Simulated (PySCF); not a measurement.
Cartesian coordinates (Å):
```xyz
13

C      1.6535     0.2912    -1.8736
C      1.0210     0.2161    -0.8561
C      0.2301     0.1162     0.3687
C     -0.2171    -1.3323     0.6168
C     -0.9692     1.0752     0.3276
H      2.2149     0.3589    -2.7726
H      0.8760     0.4179     1.2008
H     -0.8672    -1.6737    -0.1904
H     -0.7697    -1.3987     1.5557
H      0.6395    -2.0040     0.6699
H     -1.5254     1.0206     1.2651
H     -1.6425     0.8082    -0.4885
H     -0.6438     2.1044     0.1764
```
Charge 0, spin multiplicity 1.

### Question
Predict the HOMO–LUMO gap, LUMO, dipole moment, HOMO and total energy from PBE-D3(BJ)/def2-TZVP // B3LYP-D3(BJ)/def2-TZVP in PySCF 2.14.0.

### Answer

```json
{
  "HOMO–LUMO gap": "6.47 eV",
  "LUMO": "0.03 eV",
  "dipole_moment": "0.81 D",
  "HOMO": "-6.44 eV",
  "total_energy": "-5308.49 eV"
}
```
